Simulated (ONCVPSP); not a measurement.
# Ranking ONCV potentials for iron

All share these settings but for the change named:

iron (Fe), optimised norm-conserving Vanderbilt (ONCV), made with ONCVPSP 4.0.1 (PBE, scalar-relativistic). Core [Ne], reference 3s2 3p6 3d6 4s2. Waves: 3s+4s: rc 1.10 bohr, ncon 5, nbas 9, qcut 8.4 1/bohr, 2 projectors; 3p: rc 1.15 bohr, ncon 4, nbas 8, qcut 14.6 1/bohr, 1 projector; 3d: rc 1.25 bohr, ncon 4, nbas 8, qcut 12.4 1/bohr, 1 projector. Local part: polynomial inside 0.75 bohr (lpopt 4, dvloc0 2 Ha). Core correction: Teter function, fcfact 4.5, rcfact 1.45.

Test errors are all-electron minus pseudo excitation energies from the reference, over 3s2 3p6 3d6 4s1; 3s2 3p6 3d6 4s0; 3s2 3p6 3d5 4s0; 3s2 3p6 3d7 4s1. None of these files shows a bound ghost.

The base gives 6.1 meV.

Of 11 variants that were run, those that failed, showed a ghost or another fault, or gave nearly equal values are left out.

A variant can come out equal or close to the base, since the largest error may sit in a test that the change hardly touches while other tests move.

**Question.** Rank these variants by their largest absolute test error, smallest first.
A. local potential polynomial inside 0.95 bohr (lpopt 4, dvloc0 0 Ha)
B. all radii but the core radius scaled by about 1.24 (s 1.36, p 1.42, d 1.56 bohr); local potential polynomial inside 0.94 bohr (lpopt 4, dvloc0 2 Ha)
C. d: qcut 14.8

**Answer.** C (5.5 meV), A (7.5 meV), B (9.9 meV).
